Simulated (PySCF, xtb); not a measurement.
Zn(OMe)(SH) (CH₄OSZn), SMILES C[O][Zn][SH]. One conformer was computed; it need not be the lowest.

Harmonic wavenumbers (cm⁻¹) from GFN2-xTB (xtb) at its own minimum, in rising order: 59, 72, 119, 140, 214, 280, 383, 614, 1073, 1139, 1143, 1410, 1468, 1481, 2485, 2905, 2911, 2928.

Question: What does PBE-D3(BJ)/def2-SVP (PySCF 2.14.0) give at its own minimum? (Estimate from the structure and the level; the computed values follow.)

Answer: 72, 76, 83, 136, 222, 365, 598, 628, 1113, 1125, 1153, 1419, 1422, 1428, 2604, 2868, 2921, 2969. Paired by order, the mean absolute difference is 42 cm⁻¹ and the zero-point energies are 29.8 and 30.3 kcal/mol.
